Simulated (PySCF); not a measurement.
A structure optimised at PBE-D3(BJ)/def2-SVP, used in a PySCF frequency run:

```xyz
7

Te     0.2255     0.0272     0.7253
Cl     0.8705     1.9628    -0.5892
S     -0.3996    -1.5622    -0.9377
C     -2.1235    -1.1118    -1.3751
H     -2.7866    -1.1503    -0.4909
H     -2.4530    -1.8634    -2.1207
H     -2.1494    -0.1058    -1.8341
```
Charge 0, spin multiplicity 1.

Task: Write its SMILES and formula.

Result: CS[Te]Cl, CH3ClSTe

Task: What are its rotational constants (standard atomic weights)?

Result: 3.1937, 1.4430, 1.1135 GHz
